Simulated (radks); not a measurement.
Results of a calculation; reference values are marked as such.
Task: Excited configurations of Be: one electron is placed in a higher orbital outside [He] 2s1. The ground configuration is [He] 2s2. Level of theory: Dirac Kohn-Sham, PBEsol, spin-unpolarised, spherical densities, point nucleus; open shells fill j = l - 1/2 first (a radial shooting solver on a logarithmic mesh with Libxc functionals). Excitation = E - E(ground); binding = E(ion) - E, where the ion is the core of charge +1; n* = 1/sqrt(2 binding) in atomic units, and the quantum defect is n - n*.

| outer orbital | excitation (eV) | binding (eV) | n* | quantum defect | eigenvalue (eV) | <r> (bohr) |
|---|---|---|---|---|---|---|
| 4s1/2 | 8.038 | 1.420 | 3.095 | 0.905 | -0.861 | 15.24 |
| 4p1/2 | 8.270 | 1.188 | 3.384 | 0.616 | -0.706 | 17.40 |
| 5f5/2 | 8.839 | 0.618 | 4.691 | 0.309 | -0.359 | 29.86 |
| 6s1/2 | 8.872 | 0.586 | 4.820 | 1.180 | -0.386 | 38.29 |
| 6d3/2 | 8.974 | 0.484 | 5.303 | 0.697 | -0.311 | 44.07 |
| 6f5/2 | 9.011 | 0.446 | 5.522 | 0.478 | -0.280 | 44.85 |
| 7s1/2 | 9.035 | 0.422 | 5.677 | 1.323 | -0.286 | 54.13 |
| 7d3/2 | 9.097 | 0.361 | 6.143 | 0.857 | -0.241 | 61.42 |

Estimate the row for 3d3/2.

Result: excitation (eV) 7.855; binding (eV) 1.603; n* 2.914; quantum defect 0.086; eigenvalue (eV) -0.702; <r> (bohr) 9.854. The Delta-SCF ionisation energy is 9.458 eV (NIST Atomic Spectra Database: 9.323 eV, measured). Self-interaction in the functional shifts the binding energies and quantum defects, so they are the method's values and not measured ones. Spin polarisation and multiplet splitting are left out, so open shells lie too high by an amount that depends on their filling.

Beside tabulated values, note that spin-unpolarised runs miss the spin-polarisation part of the exchange energy of open shells.
